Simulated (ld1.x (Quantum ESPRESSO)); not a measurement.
**N (Z = 7): TM pseudisation with LDA (PZ), scalar-relativistic reference atom.**

ld1.x (Quantum ESPRESSO) 7.5 was run on this input:

```
&input
   title='N', zed=7., rel=1, dft='PZ', iswitch=3,
   config='[He] 2s2 2p1.5 3d-2',
   nld=3, rlderiv=2.45, eminld=-5.0, emaxld=5.0, deld=0.02
 /
 &inputp
   pseudotype=2, tm=.true., lloc=1,
   nlcc=.false.,
   file_pseudopw='N.UPF', file_wfcaegen='ae.wfc', file_wfcncgen='nc.wfc', file_beta='beta', file_chi='chi'
 /
3
2S  1  0   2.00   0.00  0.90  0.90  0.0
3D  3  2  -2.00   0.05  2.00  2.00  0.0
2P  2  1   1.50   0.00  2.25  2.25  0.0
 &test
   configts(1)='2s2 2p1.5'
 /
```

Command:

```bash
ld1.x < N.in > N.out
```

Output (shortened: banner, matrices, multipoles, cross overlaps and the repeated all-electron block are left out):

```
Program LD1 v.7.5
     --------------------------- All-electron run ----------------------------

     N
     scalar relativistic calculation

     atomic number is  7.00
     dft =PZ   lsd =0 sic =0 latt =0  beta=0.20 tr2=1.0E-14
     Exchange-correlation= PZ
                           (   1   1   0   0   0   0   0)
     mesh =1085 r(mesh) =  99.89202 a.u. xmin = -7.00 dx = 0.01250
     1 Ry =  13.60569312 eV, c = 137.03599908

     n l     nl                  e(Ry)          e(Ha)          e(eV)
     1 0     1S 1( 2.00)       -30.0563       -15.0281      -408.9362
     2 0     2S 1( 2.00)        -2.9590        -1.4795       -40.2597
     2 1     2P 1( 1.50)        -2.1203        -1.0602       -28.8482

     final scf error:  6.4E-15 reached in  29 iterations

     Etot =    -106.188216 Ry,     -53.094108 Ha,   -1444.764275 eV

     Ekin =     105.807817 Ry,      52.903909 Ha,    1439.588691 eV
     Encl =    -241.438006 Ry,    -120.719003 Ha,   -3284.931412 eV
     Eh   =      40.496212 Ry,      20.248106 Ha,     550.979033 eV
     Exc  =     -11.054239 Ry,      -5.527120 Ha,    -150.400587 eV

     normalization and overlap integrals

     s(1S/1S) =  1.000000  <r> =   0.2310  <r2> =    0.0722  r(max) =   0.1483
     s(2S/2S) =  1.000000  <r> =   1.2133  <r2> =    1.7527  r(max) =   0.9793
     s(2P/2P) =  1.000000  <r> =   1.1988  <r2> =    1.7982  r(max) =   0.8861

     ------------------------ End of All-electron run ------------------------

     --------------------- Generating NC pseudopotential ---------------------

      Generating local pot.: lloc=1, matching radius rcloc =   2.2500

      Wfc   2S  rcut= 0.909  Using Troullier-Martins method

      Wfc   3D  rcut= 2.022  Using Troullier-Martins method

     ------------------- End of pseudopotential generation -------------------

     Computing logarithmic derivative in   2.45434
     Computing logarithmic derivative in   2.45434
     Computing the partial wave expansion
     R is outside the sphere for l=    0 j= 0.00
       no projector for channel:   1
     R is outside the sphere for l=    2 j= 0.00

     ---------------------- Testing the pseudopotential ----------------------

     N
     scalar relativistic calculation

     atomic number is  7.00   valence charge is  5.00
     dft =PZ   lsd =0 sic =0 latt =0  beta=0.20 tr2=1.0E-14
     mesh =1085 r(mesh) =  99.89202 xmin = -7.00 dx = 0.01250

     n l     nl             e AE (Ry)        e PS (Ry)    De AE-PS (Ry)
     1 0     2S   1( 2.00)       -2.95903       -2.95906        0.00003
     2 1     2P   1( 1.50)       -2.12030       -2.12030        0.00000

     eps = 7.1E-15  iter =  8

     Etot =    -106.188216 Ry,     -53.094108 Ha,   -1444.764275 eV
     Etotps =   -17.164417 Ry,      -8.582209 Ha,    -233.533793 eV

     Ekin =       8.612649 Ry,       4.306324 Ha,     117.181055 eV
     Encl =     -35.031388 Ry,     -17.515694 Ha,    -476.626309 eV
     Ehrt =       9.006945 Ry,       4.503472 Ha,     122.545728 eV
     Ecxc =      -3.055549 Ry,      -1.527775 Ha,     -41.572865 eV
     Epseu=       3.302926 Ry,       1.651463 Ha,      44.938597 eV

     ---------------------- End of pseudopotential test ----------------------
```

Generation and configuration tests took about 0.99 s on one core of a shared server CPU.

Transferability test of the new file with ld1.x, input:

```
&input
   title='N', zed=7., rel=1, dft='PZ', iswitch=2,
   config='[He] 2s2 2p1.5 3d-2'
 /
 &test
   file_pseudo='N.UPF', nconf=10,
   configts(1)='2s2 2p1.5',
   configts(2)='2s2 2p3',
   configts(3)='2s2 2p2',
   configts(4)='2s2 2p1',
   configts(5)='2s0 2p5',
   configts(6)='2s2 2p0',
   configts(7)='2s1 2p3',
   configts(8)='2s1 2p4',
   configts(9)='2s2 2p1.5', lsdts(9)=1,
   configts(10)='2s2 2p3', lsdts(10)=1
 /
```

```bash
ld1.x < N.test.in > N.test.out
```

Pseudopotential blocks of its output, shortened (energy terms left out):

```
     ---------------------- Testing the pseudopotential ----------------------

     n l     nl             e AE (Ry)        e PS (Ry)    De AE-PS (Ry)
     1 0     2S   1( 2.00)       -2.95903       -2.95906        0.00003
     2 1     2P   1( 1.50)       -2.12030       -2.12030        0.00000

     eps = 7.1E-15  iter =  8

     Etot =    -106.188216 Ry,     -53.094108 Ha,   -1444.764275 eV
     Etotps =   -17.164417 Ry,      -8.582209 Ha,    -233.533793 eV

     ---------------------- End of pseudopotential test ----------------------

          ---------------------- Testing the pseudopotential ----------------------

     n l     nl             e AE (Ry)        e PS (Ry)    De AE-PS (Ry)
     1 0     2S   1( 2.00)       -1.35406       -1.33443       -0.01963  !
     2 1     2P   1( 3.00)       -0.53227       -0.53084       -0.00143

     eps = 5.5E-17  iter = 12

     Etot =    -108.107674 Ry,     -54.053837 Ha,   -1470.879842 eV
     Etotps =   -19.091672 Ry,      -9.545836 Ha,    -259.755426 eV
     dEtot_ae =      -1.919459 Ry
     dEtot_ps =      -1.927254 Ry,   Delta E=       0.007796 Ry

     ---------------------- End of pseudopotential test ----------------------

          ---------------------- Testing the pseudopotential ----------------------

     n l     nl             e AE (Ry)        e PS (Ry)    De AE-PS (Ry)
     1 0     2S   1( 2.00)       -2.37034       -2.36855       -0.00180
     2 1     2P   1( 2.00)       -1.53000       -1.53831        0.00832  !

     eps = 1.0E-16  iter =  9

     Etot =    -107.098414 Ry,     -53.549207 Ha,   -1457.148159 eV
     Etotps =   -18.077273 Ry,      -9.038636 Ha,    -245.953827 eV
     dEtot_ae =      -0.910199 Ry
     dEtot_ps =      -0.912856 Ry,   Delta E=       0.002657 Ry

     ---------------------- End of pseudopotential test ----------------------

          ---------------------- Testing the pseudopotential ----------------------

     n l     nl             e AE (Ry)        e PS (Ry)    De AE-PS (Ry)
     1 0     2S   1( 2.00)       -3.59359       -3.58575       -0.00784  !
     2 1     2P   1( 1.00)       -2.76470       -2.74086       -0.02384  !

     eps = 1.5E-15  iter =  7

     Etot =    -104.969172 Ry,     -52.484586 Ha,   -1428.178337 eV
     Etotps =   -15.950571 Ry,      -7.975286 Ha,    -217.018581 eV
     dEtot_ae =       1.219044 Ry
     dEtot_ps =       1.213846 Ry,   Delta E=       0.005198 Ry

     ---------------------- End of pseudopotential test ----------------------

          ---------------------- Testing the pseudopotential ----------------------

     n l     nl             e AE (Ry)        e PS (Ry)    De AE-PS (Ry)
     1 0     2S   1( 0.00)       -1.41679       -1.39900       -0.01779  !
     2 1     2P   1( 5.00)       -0.58839       -0.59140        0.00301

     eps = 4.0E-15  iter = 11

     Etot =    -106.457462 Ry,     -53.228731 Ha,   -1448.427552 eV
     Etotps =   -17.480237 Ry,      -8.740118 Ha,    -237.830737 eV
     dEtot_ae =      -0.269246 Ry
     dEtot_ps =      -0.315819 Ry,   Delta E=       0.046574 Ry

     ---------------------- End of pseudopotential test ----------------------

          ---------------------- Testing the pseudopotential ----------------------

     n l     nl             e AE (Ry)        e PS (Ry)    De AE-PS (Ry)
     1 0     2S   1( 2.00)       -4.98254       -4.91870       -0.06384  !
     2 1     2P   1( 0.00)       -4.19880       -4.06573       -0.13307  !

     eps = 1.8E-18  iter =  7

     Etot =    -101.502629 Ry,     -50.751315 Ha,   -1381.013625 eV
     Etotps =   -12.554891 Ry,      -6.277445 Ha,    -170.817988 eV
     dEtot_ae =       4.685586 Ry
     dEtot_ps =       4.609527 Ry,   Delta E=       0.076060 Ry

     ---------------------- End of pseudopotential test ----------------------

          ---------------------- Testing the pseudopotential ----------------------

     n l     nl             e AE (Ry)        e PS (Ry)    De AE-PS (Ry)
     1 0     2S   1( 1.00)       -2.37853       -2.38832        0.00979  !
     2 1     2P   1( 3.00)       -1.53535       -1.55777        0.02242  !

     eps = 2.3E-16  iter =  9

     Etot =    -106.256657 Ry,     -53.128329 Ha,   -1445.695472 eV
     Etotps =   -17.246874 Ry,      -8.623437 Ha,    -234.655676 eV
     dEtot_ae =      -0.068442 Ry
     dEtot_ps =      -0.082457 Ry,   Delta E=       0.014015 Ry

     ---------------------- End of pseudopotential test ----------------------

          ---------------------- Testing the pseudopotential ----------------------

     n l     nl             e AE (Ry)        e PS (Ry)    De AE-PS (Ry)
     1 0     2S   1( 1.00)       -1.38660       -1.36831       -0.01829  !
     2 1     2P   1( 4.00)       -0.56147       -0.56254        0.00106

     eps = 2.7E-16  iter = 12

     Etot =    -107.284219 Ry,     -53.642110 Ha,   -1459.676164 eV
     Etotps =   -18.286958 Ry,      -9.143479 Ha,    -248.806736 eV
     dEtot_ae =      -1.096004 Ry
     dEtot_ps =      -1.122541 Ry,   Delta E=       0.026537 Ry

     ---------------------- End of pseudopotential test ----------------------

          ---------------------- Testing the pseudopotential ----------------------

     n l     nl             e AE (Ry)        e PS (Ry)    De AE-PS (Ry)
     1 0     2S   1( 1.00)       -3.04064       -3.05041        0.00977  !
     2 1     2P   1( 1.50)       -2.20503       -2.21032        0.00529  !
     1 0     2S   2( 1.00)       -2.83237       -2.82168       -0.01069  !
     2 1     2P   2( 0.00)       -1.98955       -1.98556       -0.00399

     eps = 9.8E-15  iter = 10

     Etot =    -106.268078 Ry,     -53.134039 Ha,   -1445.850862 eV
     Etotps =   -17.247393 Ry,      -8.623697 Ha,    -234.662738 eV
     dEtot_ae =      -0.079863 Ry
     dEtot_ps =      -0.082976 Ry,   Delta E=       0.003113 Ry

     ---------------------- End of pseudopotential test ----------------------

          ---------------------- Testing the pseudopotential ----------------------

     n l     nl             e AE (Ry)        e PS (Ry)    De AE-PS (Ry)
     1 0     2S   1( 1.00)       -1.43912       -1.43062       -0.00851  !
     2 1     2P   1( 3.00)       -0.61328       -0.62037        0.00709  !
     1 0     2S   2( 1.00)       -1.13189       -1.09256       -0.03933  !
     2 1     2P   2( 0.00)       -0.32783       -0.31287       -0.01496  !

     eps = 1.2E-15  iter = 19

     Etot =    -108.320250 Ry,     -54.160125 Ha,   -1473.772085 eV
     Etotps =   -19.319244 Ry,      -9.659622 Ha,    -262.851700 eV
     dEtot_ae =      -2.132035 Ry
     dEtot_ps =      -2.154826 Ry,   Delta E=       0.022792 Ry

     ---------------------- End of pseudopotential test ----------------------
```
